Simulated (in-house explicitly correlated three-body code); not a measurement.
Computed with an exponentially correlated three-body code. Model: two electrons around a point charge, non-relativistic, variational in 260 exponentially correlated functions (energies converged to about 1e-7 hartree, or 1e-8 relative for large Z).

Command:
```bash
python run_hyl.py task.json out
```
Settings (lengths in bohr, energies in hartree):
```
Z                      1.5
nuclear_mass           100000
interaction_strength   1
functions              260
states_tried           13
```

Time taken, with all properties: 66 s on 1 thread of Arm Neoverse N1, with other jobs on the host.

**Those bound S and P states to n = 4 that converged, binding against the one-electron ion.**

Given: nuclear charge 1.5; mass of the centre 100000 electron masses.

Computed: one-electron threshold -1.12498875 hartree.

| term | energy (hartree) | binding (eV) |
| --- | --- | --- |
| 1 1S | -1.46526344 | 9.2593 |
| 2 3S | -1.17761901 | 1.4321 |
| 2 1S | ? | ? |
| 2 3P | -1.15784523 | 0.89407 |
| 2 1P | -1.15621545 | 0.84972 |
| 3 3S | -1.14421619 | 0.52321 |
| 3 1S | -1.14156858 | 0.45116 |
| 3 3P | -1.13939655 | 0.39206 |
| 3 1P | -1.13885544 | 0.37733 |
| 4 3S | -1.13489568 | 0.26958 |
| 4 1S | -1.13388547 | 0.24209 |
| 4 3P | ? | ? |
| 4 1P | -1.13278982 | 0.21228 |

(1) What belongs in the row 2 1S?

(2) What belongs in the row 4 3P?

**Converged states only, values per electron or pair.**

```json
{"term": "1 1S", "mean r (bohr)": "1.3565", "mean r squared (bohr²)": "2.6015", "mean inverse r (1/bohr)": "1.1885", "mean r12 (bohr)": "2.1106", "mean inverse r12 (1/bohr)": "0.63502", "mean cosine": "-0.082966", "mean p1 dot p2 (bohr⁻²)": "0.095551", "delta r1 (bohr⁻³)": "0.68209", "delta r12 (bohr⁻³)": "0.028885"}
{"term": "2 3S", "mean r (bohr)": "4.1233", "mean r squared (bohr²)": "31.815", "mean inverse r (1/bohr)": "0.84003", "mean r12 (bohr)": "7.3509", "mean inverse r12 (1/bohr)": "0.16486", "mean cosine": "-0.015836", "mean p1 dot p2 (bohr⁻²)": "0.0028757", "delta r1 (bohr⁻³)": "0.54641", "delta r12 (bohr⁻³)": "-"}
{"term": "2 1S", "mean r (bohr)": "5.0991", "mean r squared (bohr²)": "50.072", "mean inverse r (1/bohr)": "0.82373", "mean r12 (bohr)": "9.2751", "mean inverse r12 (1/bohr)": "0.13839", "mean cosine": "-0.011757", "mean p1 dot p2 (bohr⁻²)": "0.0037986", "delta r1 (bohr⁻³)": "0.5439", "delta r12 (bohr⁻³)": "0.0013402"}
{"term": "2 3P", "mean r (bohr)": "5.1633", "mean r squared (bohr²)": "53.511", "mean inverse r (1/bohr)": "0.81682", "mean r12 (bohr)": "9.4101", "mean inverse r12 (1/bohr)": "0.13476", "mean cosine": "-0.017772", "mean p1 dot p2 (bohr⁻²)": "-0.0097582", "delta r1 (bohr⁻³)": "0.53466", "delta r12 (bohr⁻³)": "-"}
{"term": "2 1P", "mean r (bohr)": "5.516", "mean r squared (bohr²)": "60.969", "mean inverse r (1/bohr)": "0.81209", "mean r12 (bohr)": "10.099", "mean inverse r12 (1/bohr)": "0.12383", "mean cosine": "-0.0079934", "mean p1 dot p2 (bohr⁻²)": "0.0063783", "delta r1 (bohr⁻³)": "0.5371", "delta r12 (bohr⁻³)": "4.5778e-05"}
{"term": "3 3S", "mean r (bohr)": "10.288", "mean r squared (bohr²)": "219.33", "mean inverse r (1/bohr)": "0.78506", "mean r12 (bohr)": "19.613", "mean inverse r12 (1/bohr)": "0.066745", "mean cosine": "-0.0037223", "mean p1 dot p2 (bohr⁻²)": "0.00065642", "delta r1 (bohr⁻³)": "0.53924", "delta r12 (bohr⁻³)": "-"}
{"term": "3 1S", "mean r (bohr)": "11.853", "mean r squared (bohr²)": "293.59", "mean inverse r (1/bohr)": "0.78087", "mean r12 (bohr)": "22.736", "mean inverse r12 (1/bohr)": "0.059473", "mean cosine": "-0.0031668", "mean p1 dot p2 (bohr⁻²)": "0.00097649", "delta r1 (bohr⁻³)": "0.53886", "delta r12 (bohr⁻³)": "0.00034854"}
{"term": "3 3P", "mean r (bohr)": "12.483", "mean r squared (bohr²)": "332.79", "mean inverse r (1/bohr)": "0.77914", "mean r12 (bohr)": "24", "mean inverse r12 (1/bohr)": "0.058625", "mean cosine": "-0.0052577", "mean p1 dot p2 (bohr⁻²)": "-0.0030993", "delta r1 (bohr⁻³)": "0.53634", "delta r12 (bohr⁻³)": "-"}
{"term": "3 1P", "mean r (bohr)": "?", "mean r squared (bohr²)": "?", "mean inverse r (1/bohr)": "?", "mean r12 (bohr)": "?", "mean inverse r12 (1/bohr)": "?", "mean cosine": "?", "mean p1 dot p2 (bohr⁻²)": "?", "delta r1 (bohr⁻³)": "?", "delta r12 (bohr⁻³)": "?"}
{"term": "4 3S", "mean r (bohr)": "19.452", "mean r squared (bohr²)": "810.42", "mean inverse r (1/bohr)": "0.76855", "mean r12 (bohr)": "37.923", "mean inverse r12 (1/bohr)": "0.035855", "mean cosine": "-0.0013999", "mean p1 dot p2 (bohr⁻²)": "0.00024478", "delta r1 (bohr⁻³)": "0.53791", "delta r12 (bohr⁻³)": "-"}
{"term": "4 1S", "mean r (bohr)": "21.608", "mean r squared (bohr²)": "1003.4", "mean inverse r (1/bohr)": "0.76687", "mean r12 (bohr)": "42.232", "mean inverse r12 (1/bohr)": "0.032902", "mean cosine": "-0.0012697", "mean p1 dot p2 (bohr⁻²)": "0.00038488", "delta r1 (bohr⁻³)": "0.53776", "delta r12 (bohr⁻³)": "0.00013783"}
{"term": "4 3P", "mean r (bohr)": "?", "mean r squared (bohr²)": "?", "mean inverse r (1/bohr)": "?", "mean r12 (bohr)": "?", "mean inverse r12 (1/bohr)": "?", "mean cosine": "?", "mean p1 dot p2 (bohr⁻²)": "?", "delta r1 (bohr⁻³)": "?", "delta r12 (bohr⁻³)": "-"}
{"term": "4 1P", "mean r (bohr)": "23.542", "mean r squared (bohr²)": "1204.7", "mean inverse r (1/bohr)": "0.76554", "mean r12 (bohr)": "46.099", "mean inverse r12 (1/bohr)": "0.031047", "mean cosine": "-0.00092357", "mean p1 dot p2 (bohr⁻²)": "0.0009236", "delta r1 (bohr⁻³)": "0.53713", "delta r12 (bohr⁻³)": "6.9504e-06"}
```

(3) What belongs in the row 3 1P?

(4) What belongs in the row 4 3P?

Answers

(1) energy (hartree): -1.16640705; binding (eV): 1.127.

(2) energy (hartree): -1.13302519; binding (eV): 0.21868.

(3) mean r (bohr): 13.03; mean r squared (bohr²): 362.18; mean inverse r (1/bohr): 0.77761; mean r12 (bohr): 25.088; mean inverse r12 (1/bohr): 0.055106; mean cosine: -0.0022313; mean p1 dot p2 (bohr⁻²): 0.0021162; delta r1 (bohr⁻³): 0.53713; delta r12 (bohr⁻³): 1.571e-05.

(4) mean r (bohr): 22.808; mean r squared (bohr²): 1131.4; mean inverse r (1/bohr): 0.7662; mean r12 (bohr): 44.634; mean inverse r12 (1/bohr): 0.032561; mean cosine: -0.0021983; mean p1 dot p2 (bohr⁻²): -0.0013227; delta r1 (bohr⁻³): 0.53682.
